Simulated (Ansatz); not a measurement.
# Nudged elastic band run: ClF3H2OW

Input:

```yaml
crystal:
  periodic: [false, false, false]
  atoms:
    - { symbol: W, position_ang: [0.060438, -0.029551, 0.136874] }
    - { symbol: Cl, position_ang: [0.835334, -0.074779, 2.330642] }
    - { symbol: H, position_ang: [1.675567, 0.331348, -0.274608] }
    - { symbol: F, position_ang: [0.02778, 1.804275, 0.458883] }
    - { symbol: F, position_ang: [-1.774053, 0.219279, -0.228176] }
    - { symbol: O, position_ang: [0.155108, -1.872025, 0.296618] }
    - { symbol: H, position_ang: [0.325081, -2.545231, 0.970444] }
    - { symbol: F, position_ang: [0.167646, -0.200415, -1.727078] }
basis:
  gaussian: { orbitals: def2-SVP }
hamiltonian:
  xc: b3lyp
  dispersion: d4
neb:
  order_check: false
  images: 5
  f_tol: 0.05
  max_iterations: 60
  final_atoms:
    - { symbol: W, position_ang: [-0.66546413, 0.05496826, -0.6566491] }
    - { symbol: Cl, position_ang: [2.18450859, -1.17223096, 2.36746803] }
    - { symbol: H, position_ang: [2.0355951, 0.04714279, 1.9567455] }
    - { symbol: F, position_ang: [-0.64156068, 1.87282409, -1.04854128] }
    - { symbol: F, position_ang: [-2.18175191, 0.31066244, 0.37773346] }
    - { symbol: O, position_ang: [-0.12110333, -1.45135129, 0.22739051] }
    - { symbol: H, position_ang: [0.50615211, -1.75880688, 0.90757035] }
    - { symbol: F, position_ang: [0.35652526, -0.27030745, -2.16811848] }
  initial_path:
    images:
      - { positions_ang: [[0.060438, -0.029551, 0.136874], [0.835334, -0.074779, 2.330642], [1.675567, 0.331348, -0.274608], [0.02778, 1.804275, 0.458883], [-1.774053, 0.219279, -0.228176], [0.155108, -1.872025, 0.296618], [0.325081, -2.545231, 0.970444], [0.167646, -0.200415, -1.727078]] }
      - { positions_ang: [[0.0395199, -0.02046585, 0.09091392], [0.93081938, -0.04466164, 2.3311826], [1.72396868, 0.22481906, 0.0172425], [0.01394812, 1.818733, 0.30269482], [-1.80012779, 0.14162694, -0.15118607], [0.10661788, -1.89542912, 0.20044237], [0.34841177, -2.4544467, 0.9406882], [0.10974305, -0.13727469, -1.76837933]] }
      - { positions_ang: [[0.01860181, -0.01138069, 0.04495383], [1.02630477, -0.01454428, 2.3317232], [1.77237036, 0.11829012, 0.30909299], [0.00011623, 1.833191, 0.14650663], [-1.82620258, 0.06397488, -0.07419613], [0.05812776, -1.91883325, 0.10426673], [0.37174255, -2.3636624, 0.91093241], [0.0518401, -0.07413438, -1.80968067]] }
      - { positions_ang: [[-0.00231629, -0.00229554, -0.00100625], [1.12179015, 0.01557307, 2.33226381], [1.82077204, 0.01176119, 0.60094349], [-0.01371565, 1.847649, -0.00968155], [-1.85227737, -0.01367719, 0.0027938], [0.00963765, -1.94223737, 0.0080911], [0.39507332, -2.27287809, 0.88117661], [-0.00606285, -0.01099407, -1.850982]] }
      - { positions_ang: [[-0.22336557, 0.0167924, -0.21955386], [1.47602963, -0.3803616, 2.34399855], [1.89237972, 0.02355505, 1.05287749], [-0.22299733, 1.8560407, -0.35596813], [-1.96210222, 0.09443602, 0.12777369], [-0.03394268, -1.77860868, 0.0811909], [0.43209959, -2.10152102, 0.88997453], [0.11479985, -0.09743187, -1.95669416]] }
      - { positions_ang: [[-0.44441485, 0.03588033, -0.43810148], [1.83026911, -0.77629628, 2.35573329], [1.96398741, 0.03534892, 1.5048115], [-0.432279, 1.8644324, -0.7022547], [-2.07192707, 0.20254923, 0.25275357], [-0.077523, -1.61497998, 0.1542907], [0.46912585, -1.93016395, 0.89877244], [0.23566256, -0.18386966, -2.06240632]] }
      - { positions_ang: [[-0.66546413, 0.05496826, -0.6566491], [2.18450859, -1.17223096, 2.36746803], [2.0355951, 0.04714279, 1.9567455], [-0.64156068, 1.87282409, -1.04854128], [-2.18175191, 0.31066244, 0.37773346], [-0.12110333, -1.45135129, 0.22739051], [0.50615211, -1.75880688, 0.90757035], [0.35652526, -0.27030745, -2.16811848]] }
```

Command:

```bash
$ ansatz run input.yaml --threads 4 --pin off --max-ram 5120MiB --backend cpu --events-out ev --progress --plain --runs-dir out
```

Output, in part (warnings, iteration lines, the closing report on the highest movable image, with atoms numbered from 0):

```
NEB end point (image 0): max|allowed force component| = 2.140e-2 eV/Å (the criterion of neb.relax_end_points is 1.000e-2)
NEB end point (image 6): max|allowed force component| = 2.872e-2 eV/Å (the criterion of neb.relax_end_points is 1.000e-2)
NEB iter   1: max|band force component| = 3.896e0 eV/Å  barrier→ = 2.8995 eV  barrier← = 2.3615 eV  Δτ_max = 0.2000 Å  (313 SCF iters)
NEB iter   2: max|band force component| = 2.912e0 eV/Å  barrier→ = 2.2638 eV  barrier← = 1.7259 eV  Δτ_max = 0.2000 Å  (230 SCF iters)
NEB iter   3: max|band force component| = 2.401e0 eV/Å  barrier→ = 1.7157 eV  barrier← = 1.1778 eV  Δτ_max = 0.2000 Å  (211 SCF iters)
NEB iter   4: max|band force component| = 3.277e0 eV/Å  barrier→ = 1.6397 eV  barrier← = 1.1017 eV  Δτ_max = 0.1017 Å  (203 SCF iters)
NEB iter   5: max|band force component| = 2.513e0 eV/Å  barrier→ = 1.4350 eV  barrier← = 0.8970 eV  Δτ_max = 0.0992 Å  (188 SCF iters)
NEB iter   6: max|band force component| = 1.711e0 eV/Å  barrier→ = 1.2138 eV  barrier← = 0.6758 eV  Δτ_max = 0.0994 Å  (189 SCF iters)
NEB iter   7: max|band force component| = 4.388e-1 eV/Å  barrier→ = 1.1245 eV  barrier← = 0.5866 eV  CI = image 3  Δτ_max = 0.1963 Å  (191 SCF iters)
NEB iter   8: max|band force component| = 6.523e-1 eV/Å  barrier→ = 1.1684 eV  barrier← = 0.6305 eV  CI = image 3  Δτ_max = 0.1018 Å  (190 SCF iters)
NEB iter   9: max|band force component| = 7.712e-1 eV/Å  barrier→ = 1.1339 eV  barrier← = 0.5959 eV  CI = image 3  Δτ_max = 0.0500 Å  (186 SCF iters)
NEB iter  10: max|band force component| = 4.150e-1 eV/Å  barrier→ = 1.1156 eV  barrier← = 0.5777 eV  CI = image 3  Δτ_max = 0.1017 Å  (190 SCF iters)
NEB iter  11: max|band force component| = 4.510e-1 eV/Å  barrier→ = 1.0916 eV  barrier← = 0.5537 eV  CI = image 3  Δτ_max = 0.0505 Å  (181 SCF iters)
NEB iter  12: max|band force component| = 3.308e-1 eV/Å  barrier→ = 1.0823 eV  barrier← = 0.5443 eV  CI = image 3  Δτ_max = 0.0500 Å  (185 SCF iters)
NEB iter  13: max|band force component| = 2.557e-1 eV/Å  barrier→ = 1.0724 eV  barrier← = 0.5345 eV  CI = image 3  Δτ_max = 0.0501 Å  (187 SCF iters)
NEB iter  14: max|band force component| = 1.915e-1 eV/Å  barrier→ = 1.0637 eV  barrier← = 0.5258 eV  CI = image 3  Δτ_max = 0.0997 Å  (192 SCF iters)
NEB iter  15: max|band force component| = 3.706e-1 eV/Å  barrier→ = 1.0499 eV  barrier← = 0.5119 eV  CI = image 3  Δτ_max = 0.0501 Å  (188 SCF iters)
NEB iter  16: max|band force component| = 1.512e-1 eV/Å  barrier→ = 1.0450 eV  barrier← = 0.5070 eV  CI = image 3  Δτ_max = 0.0993 Å  (185 SCF iters)
NEB iter  17: max|band force component| = 1.112e-1 eV/Å  barrier→ = 1.0397 eV  barrier← = 0.5017 eV  CI = image 3  Δτ_max = 0.0787 Å  (189 SCF iters)
NEB iter  18: max|band force component| = 1.047e-1 eV/Å  barrier→ = 1.0373 eV  barrier← = 0.4994 eV  CI = image 3  Δτ_max = 0.1007 Å  (193 SCF iters)
NEB iter  19: max|band force component| = 2.288e-1 eV/Å  barrier→ = 1.0357 eV  barrier← = 0.4978 eV  CI = image 3  Δτ_max = 0.0500 Å  (186 SCF iters)
NEB iter  20: max|band force component| = 5.757e-2 eV/Å  barrier→ = 1.0343 eV  barrier← = 0.4963 eV  CI = image 3  Δτ_max = 0.0646 Å  (186 SCF iters)
NEB iter  21: max|band force component| = 7.422e-2 eV/Å  barrier→ = 1.0341 eV  barrier← = 0.4962 eV  CI = image 3  Δτ_max = 0.0328 Å  (192 SCF iters)
NEB iter  22: max|band force component| = 1.778e-1 eV/Å  barrier→ = 1.0341 eV  barrier← = 0.4961 eV  CI = image 3  Δτ_max = 0.0163 Å  (186 SCF iters)
NEB iter  23: max|band force component| = 4.176e-2 eV/Å  barrier→ = 1.0340 eV  barrier← = 0.4961 eV  CI = image 3  Δτ_max = 0.0000 Å  (351 SCF iters)
Total energy: -24571.93346389 eV, -903.0018993432 hartree
Atom 0 at    -0.121532    -0.038004    -0.241371 Å, force    -0.001059    -0.003846    -0.001239 eV/Å
Atom 1 at     0.833801     0.179312     2.466273 Å, force     0.000505    -0.000673    -0.001981 eV/Å
Atom 2 at     1.244387     0.088856     1.000752 Å, force     0.000199     0.000757     0.002635 eV/Å
Atom 3 at     0.215088     1.782975    -0.319473 Å, force    -0.000597     0.001043    -0.000256 eV/Å
Atom 4 at    -1.691081     0.146348     0.754241 Å, force    -0.000203     0.000670     0.000262 eV/Å
Atom 5 at     0.169984    -1.832452    -0.001569 Å, force     0.003891     0.003214     0.004029 eV/Å
Atom 6 at     0.662161    -2.570176     0.380557 Å, force    -0.003037    -0.001211    -0.002896 eV/Å
Atom 7 at     0.160093    -0.123957    -2.075812 Å, force     0.000300     0.000045    -0.000554 eV/Å
Dipole moment:     0.250933    -0.698820    -0.254110 e Å
```

The run converged. A vibrational analysis at the climbing image gives one clearly imaginary mode, 279i cm⁻¹: a first-order saddle point. The orbitals stay closed-shell, which can raise the energy where a bond breaks towards radicals; this wasn't checked here.

Final band (atoms are numbered from 1 in the order of the input):

| image | path coordinate (Å) | energy (eV) | W1–Cl2 (Å) | W1–H3 (Å) | Cl2–H3 (Å) |
| --- | --- | --- | --- | --- | --- |
| 0 | 0.00 | 0.00 | 2.33 | 1.71 | 2.77 |
| 1 | 1.00 | 0.04 | 2.29 | 1.72 | 2.83 |
| 2 | 2.01 | 0.07 | 2.37 | 1.68 | 2.35 |
| 3 | 3.01 | 1.03 | 2.88 | 1.85 | 1.52 |
| 4 | 4.05 | 0.64 | 3.63 | 2.48 | 1.32 |
| 5 | 5.09 | 0.56 | 3.94 | 2.98 | 1.30 |
| 6 | 6.13 | 0.54 | 4.33 | 3.76 | 1.30 |

The run took 5.3 min on 4 threads of Arm Neoverse V1, with other jobs on the host, peak memory 0.3 GiB.
